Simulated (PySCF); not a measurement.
C₈H₁₈BN.
SMILES with atom numbers: `[CH2:1]=[C:2]([CH3:3])[C@@H:4]1[BH2-:5][N+:6]([CH3:7])([CH3:8])[CH2:9][CH2:10]1` (hydrogens: H11, H12 on C1; H13, H14, H15 on C3; H16 on C4; H17, H18 on B5; H19, H20, H21 on C7; H22, H23, H24 on C8; H25, H26 on C9; H27, H28 on C10)

Computed with PySCF at PBE0/pcSseg-1, non-relativistic, on one gas-phase PBE0-D3(BJ)/def2-SVP geometry that isn't relaxed in the solvent. The solvent is an IEF-PCM continuum (van der Waals radii × 1.2). The model holds no explicit solvent molecules, cavitation or dispersion.

Gas phase at PBE0/pcSseg-1: HOMO -6.11 eV, LUMO 0.91 eV, dipole 4.85 D.

Problem. What does the continuum do to the energy, the frontier levels and the dipole at PBE0/pcSseg-1 in benzene and dimethylsulfoxide?

Solution. 
```csv
solvent,ε,E(solvent) − E(gas) (kJ/mol),polarisation term (kJ/mol),distortion of the solute (kJ/mol),HOMO (eV),LUMO (eV),dipole (D)
benzene,2.271,-14.08,-15.25,1.17,-6.25,1.07,5.47
dimethylsulfoxide,46.83,-32.64,-39.44,6.80,-6.47,0.86,6.31
```

The polarisation term is half the interaction of the solute with the surface charges that it induces; the rest is the cost of distorting the solute's density. The sum is the electrostatic part of solvation alone. From benzene to dimethylsulfoxide the lowering changes by a factor 2.32, Onsager's factor (ε − 1)/(2ε + 1) by 2.11 and ε itself by 20.6.

Problem. Which radius a makes the point-dipole formula ΔE = −[(ε − 1)/(2ε + 1)]·μ²/a³ give the value in dimethylsulfoxide, with the gas-phase dipole?

Solution. μ = 1.906 au and |ΔE| = 0.01243 Eh give a = 2.76 Å; the farthest nucleus lies 4.11 Å from the centroid of the nuclei, so such a sphere wouldn't even hold the nuclei. The formula assumes a rigid point dipole at the centre of a sphere.

Problem. Which IAO charges (PBE0/pcSseg-1) respond most in benzene (means over atoms taken as equivalent)?

Solution. 
```json
{"atoms": "C1", "environment": "terminal =CH2 carbon", "gas (e)": "-0.382", "solvent (e)": "-0.393", "change": "-0.011"}
{"atoms": "H18", "environment": "B–H hydrogen", "gas (e)": "-0.033", "solvent (e)": "-0.040", "change": "-0.007"}
{"atoms": "H17", "environment": "B–H hydrogen", "gas (e)": "-0.033", "solvent (e)": "-0.040", "change": "-0.007"}
{"atoms": "H25", "environment": "methylene hydrogen", "gas (e)": "+0.129", "solvent (e)": "+0.135", "change": "+0.006"}
{"atoms": "H11", "environment": "vinylic hydrogen", "gas (e)": "+0.120", "solvent (e)": "+0.124", "change": "+0.004"}
{"atoms": "H28", "environment": "methylene hydrogen", "gas (e)": "+0.125", "solvent (e)": "+0.129", "change": "+0.004"}
{"atoms": "C3", "environment": "allylic carbon", "gas (e)": "-0.409", "solvent (e)": "-0.412", "change": "-0.003"}
{"atoms": "B5", "environment": "four-coordinate boron", "gas (e)": "-0.219", "solvent (e)": "-0.216", "change": "+0.003"}
```

Problem. How do the nuclear quadrupole coupling constants eQVzz/h respond in benzene?

Solution. 
```
  nucleus  Q (barn)  gas (MHz)  solvent (MHz)  η gas  η solvent
11B at B5   0.04059       2.29           2.18   0.17       0.15
14N at N6   0.02044      -2.90          -2.77   0.08       0.07
```
